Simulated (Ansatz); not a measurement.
B(THF)H3 (C₄H₁₁BO), relaxed as a singlet with RKS PBE-D4/def2-SVP in Ansatz, starting from the GFN2-xTB geometry. Force threshold 0.02 eV/Å.

Start:

Cartesian coordinates in Å:
```
B 2.204 0.076 0.334
O 0.583 0.080 0.500
C -0.048 -1.130 0.114
C -1.534 -0.780 0.120
C -1.539 0.685 -0.347
C -0.070 1.118 -0.220
H 0.234 -1.899 0.833
H 0.291 -1.430 -0.885
H -2.110 -1.431 -0.533
H -1.933 -0.861 1.131
H -1.876 0.773 -1.379
H -2.192 1.295 0.274
H 0.400 1.232 -1.205
H 0.070 2.042 0.343
H 2.563 -0.819 1.025
H 2.535 1.147 0.724
H 2.424 -0.098 -0.829
```

Task: Estimate the energy that the relaxation releases and the steps that it takes.

Result: 4.0 kcal/mol, in 22 steps; 55 s on 2 threads of AMD EPYC 7R13 on a shared host. The force fell under the threshold at step 11, but the optimiser went on and released 0.012 eV more. No frequencies were taken in this run, so the end may be a saddle point.

Task: Does the start keep its bonding and symmetry?

Result: By distances, no bond broke or formed. The bond that changes most is O2–C6, from 1.42 to 1.47 Å (atoms count from 1).

Task: Predict the relaxed structure.

Result: 
```xyz
17

B     2.232    0.048    0.142
O     0.636    0.051    0.457
C    -0.096   -1.180    0.199
C    -1.548   -0.730    0.196
C    -1.452    0.627   -0.522
C    -0.134    1.208   -0.004
H     0.185   -1.893    0.995
H     0.231   -1.583   -0.785
H    -2.211   -1.450   -0.321
H    -1.918   -0.605    1.235
H    -1.398    0.472   -1.619
H    -2.313    1.292   -0.318
H     0.467    1.725   -0.777
H    -0.256    1.876    0.872
H     2.642   -0.953    0.724
H     2.627    1.109    0.617
H     2.306   -0.015   -1.091
```
Bond lengths: 3 × C–C 1.52 to 1.54 Å; 2 × C–O 1.46 to 1.47 Å; 1 × B–O 1.63 Å; 8 × C–H 1.11 Å; 3 × B–H 1.23 to 1.24 Å.
